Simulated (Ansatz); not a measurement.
Coupled-cluster run, C2H7AlBN, SMILES `BN[CH]1[CH2][AlH]1`.

```yaml
crystal:
  periodic: [false, false, false]
  atoms:
    - {symbol: B, position_ang: [-0.799237, 1.326554, 0.721663]}
    - {symbol: N, position_ang: [0.430366, 0.749272, 0.885011]}
    - {symbol: C, position_ang: [0.983201, -0.106337, -0.152818]}
    - {symbol: C, position_ang: [0.231511, -1.478470, -0.144601]}
    - {symbol: Al, position_ang: [-0.470952, -0.211167, -1.418607]}
    - {symbol: H, position_ang: [-1.439386, 1.893828, 1.549357]}
    - {symbol: H, position_ang: [-1.305915, 1.236121, -0.414112]}
    - {symbol: H, position_ang: [0.853322, 0.693563, 1.803825]}
    - {symbol: H, position_ang: [2.069573, -0.122966, -0.153176]}
    - {symbol: H, position_ang: [-0.144622, -1.822676, 0.817957]}
    - {symbol: H, position_ang: [0.807245, -2.265681, -0.640912]}
    - {symbol: H, position_ang: [-1.138208, 0.052858, -2.819586]}
basis:
  gaussian: {orbitals: def2-TZVPP}
correlation: {method: ccsd_t}
output: {orbitals: {seedname: orbitals}}
```

```sh
$ ansatz run in.yaml --threads 4 --pin off --events-out ev --progress --plain
```

Log, shortened:

```
Functional definition: HF
1556 factors; integrals over basis functions are off by at most 1.0e-3 eV
mean field evaluation 1: about -10902.6277 eV, gradient 4.5e1 eV
mean field evaluation 2: about -10902.8795 eV, gradient 4.5e1 eV
mean field evaluation 4: about -10908.2514 eV, gradient 5.0e0 eV
mean field evaluation 8: about -10908.3549 eV, gradient 3.4e-1 eV
mean field evaluation 16: about -10908.3556 eV, gradient 1.6e-6 eV
mean field -10908.35560634 eV, -400.8746745839 hartree, gradient 1.6e-6 eV, S^2 0.000000; 0 other end points of the search recorded, 0 dependent functions left out
9 core orbitals not correlated: weight in the atoms' cores, before any rotation towards them, 1.000 or more for the frozen orbitals, at most 0.000 for the correlated occupied ones
reference -10908.35560634 eV, -400.8746745839 hartree; 13, 13 occupied and 242, 242 virtual orbitals, 1556 factors
second order -20.09297330 eV of doubles, -0.00000000 eV of singles
cycle   1  -20.57742295 eV  change   -4.8e-1 eV  update   1.1e-1
cycle   2  -21.13345295 eV  change   -5.6e-1 eV  update   3.2e-2
cycle   3  -21.25260994 eV  change   -1.2e-1 eV  update   1.8e-2
cycle   4  -21.23900746 eV  change    1.4e-2 eV  update   5.6e-3
cycle   5  -21.23953692 eV  change   -5.3e-4 eV  update   3.1e-3
cycle   6  -21.24007719 eV  change   -5.4e-4 eV  update   9.2e-4
cycle   7  -21.23961277 eV  change    4.6e-4 eV  update   3.8e-4
cycle   8  -21.23962962 eV  change   -1.7e-5 eV  update   1.4e-4
cycle   9  -21.23967407 eV  change   -4.4e-5 eV  update   5.3e-5
cycle  10  -21.23964216 eV  change    3.2e-5 eV  update   2.6e-5
perturbative correction -0.94551914 eV, -0.0347471876 hartree
Total energy: -10930.54076764 eV, -401.6899642240 hartree
```

Run time 110 s (4 threads of a server CPU on a shared host); peak host memory 6.4 GiB.

Correlation energy per correlated electron: -0.853 eV. T1 diagnostic: 0.0144.
